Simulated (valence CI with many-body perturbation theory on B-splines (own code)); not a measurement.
## Forbidden lines of Tl¹⁵⁺

Level of theory: configuration interaction combined with many-body perturbation theory (CI+MBPT): six valence electrons over a frozen Dirac-Fock core [Kr] 4d10 4f14, a basis of 9 s, 9 p, 8 d, 6 f, 3 g, 1 h functions for each j, with the one-electron correlation potential Σ1, the two-electron term Σ2, the three-electron term Σ3, Breit, model QED; selected CI, second order for the rest, scaled by the run's own slope (own B-spline code, finite nucleus).

No measured levels were compared; by estimate levels hold to about 250 cm⁻¹ or 0.2 % of their energy and the worst to 1 %, as in measured heavy ions of charge 2 to 7. The list stops below the first excitations out of the core. Only levels of the ground parity were solved; by the run's estimate the other parity begins above the list, which can be wrong where configurations are misplaced.

Lines 1 to 7 of 7 in falling wavelength, among levels below 328640 cm⁻¹, chosen from the decays that carry over 1 % of a level's rate. Wavelengths and rates use the calculated energies, so an error of 400 cm⁻¹ moves a line at 3158 Å by 1.3 % and its rate by three times that or more. Electric multipoles are in the length gauge, E1 and E2 with the static RPA response of the core. S is in atomic units (e²a₀⁴ for E2 and M2, e²a₀⁶ for E3), for M1 in squared Bohr magnetons. Weak lines are less certain than strong ones. Lines between different terms over intervals too small for the method are left out, as are lines whose strength nearly cancels.

Levels are named by their leading jj configuration (3d3/2^4 stands for four electrons in 3d with j = 3/2), which in mixed levels can hold well under half, so a name can repeat and another be missing.

| λ vac (Å) | Upper | Lower | Type | A (s⁻¹) | S (a.u.) |
| --- | --- | --- | --- | --- | --- |
| 3158 | (5s^2 5p1/2^2 5p3/2^2) J=0 | (5s^2 5p1/2^2 5p3/2^2) J=2 | E2 | 2.12e+00 | 5.94e-01 |
| 601.8 | (5s^2 5p1/2 5p3/2^3) J=1 | (5s^2 5p1/2^2 5p3/2^2) J=0 | M1 | 3.30e+04 | 7.99e-01 |
| 546.9 | (5s^2 5p1/2 5p3/2^3) J=2 | (5s^2 5p1/2^2 5p3/2^2) J=0 | E2 | 1.19e+03 | 2.61e-01 |
| 505.5 | (5s^2 5p1/2 5p3/2^3) J=1 | (5s^2 5p1/2^2 5p3/2^2) J=2 | M1 | 1.23e+05 | 1.76e+00 |
| 505.5 | (5s^2 5p1/2 5p3/2^3) J=1 | (5s^2 5p1/2^2 5p3/2^2) J=2 | E2 | 4.85e+03 | 4.29e-01 |
| 466.1 | (5s^2 5p1/2 5p3/2^3) J=2 | (5s^2 5p1/2^2 5p3/2^2) J=2 | M1 | 8.00e+04 | 1.50e+00 |
| 466.1 | (5s^2 5p1/2 5p3/2^3) J=2 | (5s^2 5p1/2^2 5p3/2^2) J=2 | E2 | 8.65e+03 | 8.50e-01 |
